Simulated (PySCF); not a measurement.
Members of one family of related compounds. The calculation used TDDFT CAM-B3LYP/def2-SVPD, vertical, gas phase, core orbitals frozen in the response in PySCF. Geometries: PBE0-D3(BJ)/def2-SVP; one conformer of each isolated species. Triplets are in the Tamm–Dancoff approximation. 'Strongest' means the level of largest summed f among the lowest 10 singlets; it needn't be the same kind of state in each. Relativistic effects are left out although some hold elements past zinc.

Task: Rank by computed HOMO energy, lowest first.
A. `[SiH3][N]([GeH3])C=C`
B. `FC(F)(F)C[N]([SiH3])[GeH3]`
C. `O=C[N]([SiH3])[GeH3]`
D. `C[N]([GeH3])[SiH3]`
E. `CB(C)[N]([SiH3])[GeH3]`

Result: C (-9.34 eV), E (-9.16 eV), B (-8.71 eV), D (-8.12 eV), A (-7.51 eV).

| SMILES | HOMO (eV) | T1 (eV) | f (strongest) | first f ≥ 0.01 (nm) | LUMO (eV) | S1 mainly |
| --- | --- | --- | --- | --- | --- | --- |
| O=C[N]([SiH3])[GeH3] | -9.34 | 5.08 | 0.10 | 178 | 0.71 | H-1→L+2 (86%) |
| CB(C)[N]([SiH3])[GeH3] | -9.16 | 6.25 | 0.08 | 178 | 0.72 | H→L (49%) |
| FC(F)(F)C[N]([SiH3])[GeH3] | -8.71 | 5.81 | 0.07 | 182 | 0.74 | H→L (55%) |
| C[N]([SiH3])[GeH3] | -8.12 | 5.45 | 0.12 | 194 | 0.86 | H→L (59%) |
| C=C[N]([SiH3])[GeH3] | -7.51 | 4.00 | 0.27 | 214 | 0.85 | H→L+1 (94%) |

H and L stand for HOMO and LUMO.

- `O=C[N]([SiH3])[GeH3]`: Löwdin shares by element: HOMO (one of a set within 0.03 eV) nitrogen 42%, oxygen 23%, silicon 8%, carbon 8% (atoms not listed hold the other 18%); LUMO germanium 33%, silicon 22%, hydrogen 14% or more (atoms not listed hold the other 31%).
- `CB(C)[N]([SiH3])[GeH3]`: Löwdin shares by element: HOMO nitrogen 46%, silicon 10%, germanium 8%, boron 8% (atoms not listed hold the other 27%); LUMO germanium 25%, boron 24%, silicon 12%, hydrogen 5% or more (atoms not listed hold the other 34%).
- `FC(F)(F)C[N]([SiH3])[GeH3]`: Löwdin shares by element: HOMO nitrogen 52%, silicon 9%, carbon 7% or more, germanium 7% (atoms not listed hold the other 24%); LUMO germanium 32%, silicon 17%, hydrogen 14% or more (atoms not listed hold the other 37%).
- `C[N]([SiH3])[GeH3]`: Löwdin shares by element: HOMO nitrogen 54%, carbon 9%, silicon 9%, germanium 7% (atoms not listed hold the other 21%); LUMO germanium 35%, silicon 17%, carbon 9%, hydrogen 6% or more (atoms not listed hold the other 33%).
- `C=C[N]([SiH3])[GeH3]`: Löwdin shares by element: HOMO carbon 50%, nitrogen 31%, silicon 4% (atoms not listed hold the other 16%); LUMO germanium 43%, hydrogen 19% or more, silicon 12% (atoms not listed hold the other 26%).

Without π bonds the low states are Rydberg-like; a valence basis with one diffuse set may place them up to an eV too high.
